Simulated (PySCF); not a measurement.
A TDDFT job was run through a driver script with this input:

```
{"job": {"kind": "uv", "xc": "PBE0", "basis": "def2-SVPD", "nstates": 6, "ntriplets": 2}, "charge": 0, "multiplicity": 1}
C     -2.873267     0.392404    -0.107926
C     -1.638252     0.691015    -0.483322
C     -0.417612     0.045864    -0.003822
C     -0.231024    -0.471495     1.400313
C     -0.114829    -1.426242     0.264068
C      1.256629    -1.280797    -0.378041
C      0.943878     0.202058    -0.691329
C      1.894639     1.261544    -0.161154
H     -3.080777    -0.380475     0.613220
H     -3.727369     0.908141    -0.510636
H     -1.473186     1.467592    -1.220880
H     -1.127654    -0.529808     1.998340
H      0.649395    -0.197715     1.962594
H     -0.764296    -2.277486     0.144164
H      1.395541    -1.891132    -1.267513
H      2.094209    -1.443227     0.300689
H      0.807527     0.350495    -1.765456
H      2.070345     1.138789     0.904368
H      1.479052     2.253649    -0.325922
H      2.851905     1.197505    -0.674789
```

Its output, with some lines taken out ([cut]) and without the SCF cycles:

```
converged SCF energy = -311.4102851617

Static polarisability (au): isotropic 90.406, principal 76.397 86.044 108.776

Singlet excitations
state   eV       nm        f      main configurations
  1   5.9276    209.2   0.29021   H->L 0.95
  2   6.3482    195.3   0.02435   H->L+1 0.92
[cut]
[cut]
[cut]
[cut]

Triplet excitations (Tamm-Dancoff, eV): 3.9070 6.2180
```

Level of theory: PySCF, TDDFT PBE0/def2-SVPD, vertical, gas phase, core orbitals frozen in the response. Geometry: GFN2-xTB, one conformer, isolated molecule.

What stood in the cut lines?

```
  3   6.7496    183.7   0.00828   H->L+2 0.89
  4   6.7881    182.6   0.00994   H-1->L 0.93
  5   6.9560    178.2   0.00521   H->L+3 0.89
  6   7.0152    176.7   0.01595   H->L+4 0.92
```

How much of the mean polarisability do the listed states account for?

The sum over states Σ f/ΔE² (ΔE in hartree) gives 7.18 au, 8% of the total; the rest comes from higher roots of the same response equations.

Give the mean polarisability in Å³.

90.41 au × 0.148185 = 13.40 Å³.

What is the gap between the lowest singlet and the lowest triplet?

5.9276 − 3.9070 = 2.0206 eV (full response against Tamm–Dancoff).

Which species is it?

`C([C@@]12C[C@@H]1C[C@@H]2C)=C` (C8H12), point group C1.

H and L stand for HOMO and LUMO.
